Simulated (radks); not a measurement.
Task: Charge is removed step by step from the 4p down level of neutral palladium, starting from [Ar] 3d10 4s2 4p(up 3, down 3) 4d10. Code: a radial shooting solver on a logarithmic mesh with Libxc functionals. Model: scalar-relativistic Kohn-Sham, LDA (Slater exchange, Perdew-Wang correlation), spin-polarised, spherical densities, point nucleus. At the starting occupation the eigenvalue is -51.361 eV. Estimate the energy to remove one whole electron from this level, the eigenvalue at the end, and how far E(n) bends from a straight line.

Result: Delta-SCF 57.089 eV; final eigenvalue -63.410 eV; the deviation from the straight line is -1.511 eV at 0.5 electron removed, the largest on the grid computed. Slater's transition state (half an electron removed) gives 56.993 eV. Integrating minus the eigenvalue over the occupation (Janak's theorem) gives 57.123 eV. In this scalar-relativistic scheme the density is built from large components alone, so the theorem holds only approximately. The mean slope of the eigenvalue, de/dn, is 12.0 eV per electron.
